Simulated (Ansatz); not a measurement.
Correlation energies of CH$_{4}$O$_{2}$Si (`C1O[SiH2]O1`) by basis set

```csv
atom,x (Å),y (Å),z (Å)
C1,-0.991,0.241,-0.393
O2,-0.400,-1.037,-0.144
Si3,0.961,-0.234,0.381
O4,0.063,1.119,0.010
H5,-1.222,0.367,-1.455
H6,-1.883,0.389,0.225
H7,1.293,-0.408,1.815
H8,2.180,-0.437,-0.440
```

Charge 0, multiplicity 1. Geometry: relaxed with PBE0-D4/def2-TZVP. Frozen core, restricted reference, Ansatz 0.2.0. CBS rows extrapolate triple and quadruple zeta; past MP2 they add the triple-zeta difference.

```
     basis     HF (Eh)  MP2 corr.
  def2-SVP  -478.64529   -0.59101
def2-TZVPP  -478.99507   -0.74937
def2-QZVPP  -479.01367   -0.80727
```

(1) Estimate the CCSD correlation energy and the (T) correction in each basis where they were run (hartree).

## Answers

(1) 
| basis | CCSD corr. | (T) |
| --- | --- | --- |
| def2-SVP | -0.62240 | -0.01596 |
| def2-TZVPP | -0.77238 | -0.02933 |
| CBS(def2) | -0.87317 | as TZ |
